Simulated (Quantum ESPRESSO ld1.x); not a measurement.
Coherent X-ray form factor from a spherical all-electron density. Calculated with ld1.x of Quantum ESPRESSO 7.5: scalar-relativistic Kohn-Sham, LDA (Slater exchange, Perdew-Zunger correlation), spin-polarised, spherical densities, point nucleus.

sin(theta)/lambda (1/angstrom),f0 (electrons)
0.05,71.407
0.1,69.715
0.15,67.153
0.2,64.023
0.25,60.615
0.3,57.161
0.4,50.664
0.5,45.045
0.6,40.272
0.8,32.596
1,26.708
1.25,21.413
1.5,17.992
2,14.169

The species is in the configuration that NIST lists as its ground one. Which atom or ion scatters so?

Answer. The osmium ion Os4+, [Xe] 4f14 5d4. Extrapolating in s^2 from the first two rows gives f0(0) = 72.0, near the electron count 72; among species with that count, the fall with angle is slower the higher Z, and the table is that of Z = 76; from so few rows the species is fixed only to a neighbour or two.
